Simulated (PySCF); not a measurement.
A geometry optimisation on `BSCC` (C2H7BS).

Method: PBE0-D3(BJ)/def2-SVP geometry optimisation, gas phase (PySCF 2.14.0). Start geometry: GFN2-xTB. The input is one job of a driver script: a line of settings, then coordinates in Å.

Command:
```bash
OMP_NUM_THREADS=1 python probes_run.py task.json out
```

Input:
```
{"job": {"xc": "PBE0", "basis": "def2-SVP", "d3": "d3bj", "grid": 1, "shake": 0.01, "kind": "geom"}, "charge": 0, "multiplicity": 1}
B      2.357740    -0.507950    -0.031830
S      0.729060    -1.098900     0.269670
C     -0.376430     0.363400    -0.034660
C     -1.744580     0.064460     0.400400
H      3.219310    -1.240070     0.069630
H      2.487510     0.638970    -0.345840
H      0.064650     1.199270     0.538170
H     -0.292750     0.593680    -1.096470
H     -1.812790    -0.175150     1.482280
H     -2.415960     0.924220     0.232440
H     -2.177630    -0.787770    -0.144660
```

Output:
```
step   0  E = -503.00211380  max force = 0.034588
step   1  E = -503.00575926  max force = 0.007466
step   2  E = -503.00619579  max force = 0.004499
step   3  E = -503.00639512  max force = 0.000852
step   4  E = -503.00644388  max force = 0.000495
step   5  E = -503.00650159  max force = 0.001010
step   6  E = -503.00654737  max force = 0.001131
step   7  E = -503.00655516  max force = 0.000396
optimisation converged
```

Energies in Eh; «max force» is the largest Cartesian gradient component in Eh/bohr.

Problem. How much energy does the optimisation release, in eV?

Solution. E(step 0) − E(last step) = 0.004441 Eh, which is 0.121 eV.

Summary of the converged run: final energy -503.00656 Eh after 7 steps; dipole 1.91 D.

The run took 20 s on one thread, Arm Neoverse V1 (aarch64), on a shared host, and the process peaked at 0.39 GiB of memory.
Labels such as C1 count atoms from 1, the log's own numbers from 0.
